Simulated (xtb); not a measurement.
FRb, triplet, at the geometry of the source list (GFN-xTB shapes and energies of metal compounds can be far from the true ones) (a higher spin typed on purpose: for a closed-shell molecule this is an excited state), atoms displaced at random by about 0.1 Å a coordinate. Base run: GFN1-xTB (xtb).

xtb was given this input:
```
$ xtb mol.xyz --gfn 1 --uhf 2 --opt --json

# file mol.xyz
2

Rb    -0.52046308    -0.51751164    -0.79915194
F      0.63505617     0.51739668     0.83752240
```

Variants of this job, named by their change:

```csv
change,ΔE vs base (kJ/mol),optimiser steps
base,0.00,6
opt level = crude,0.12,4
opt level = vtight,0.00,6
opt level = loose,0.00,5
engine = lbfgs,0.00,-
opt level = sloppy,0.00,5
engine = inertial,0.00,-
opt level = tight,0.00,6
alpb = ether,-30.3,6
alpb = cs2,-6.10,5
```
